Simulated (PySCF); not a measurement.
InH2, SMILES [InH2], multiplicity 2.

Coordinates come from a B3LYP-D3(BJ)/def2-TZVPD optimisation. The def2 effective core potentials stand for the cores of In; spin–orbit coupling is left out.

Method: PBE0/def2-TZVPD run with PySCF.

The molecule is in vacuum.

**Question.** Estimate the frontier levels, dipole moment and polarisability. (Estimate from the structure and the level; the computed values follow.)

**Answer.** 
```json
{
  "α spin, highest occupied and lowest empty level": "-5.47 and -2.07 eV",
  "β spin, highest occupied and lowest empty level": "-7.79 and -2.62 eV",
  "dipole_moment": "0.51 D",
  "quadrupole, principal values (traceless, Buckingham form, about the centre of nuclear charge)": "-4.35, -1.75, 6.09 D·Å",
  "mean_static_polarisability": "51.3 bohr³ (7.60 Å³)",
  "polarisability_principal_values": "44.0, 52.0, 58.0 bohr³",
  "⟨S²⟩": "0.754 (pure state 0.75)"
}
```
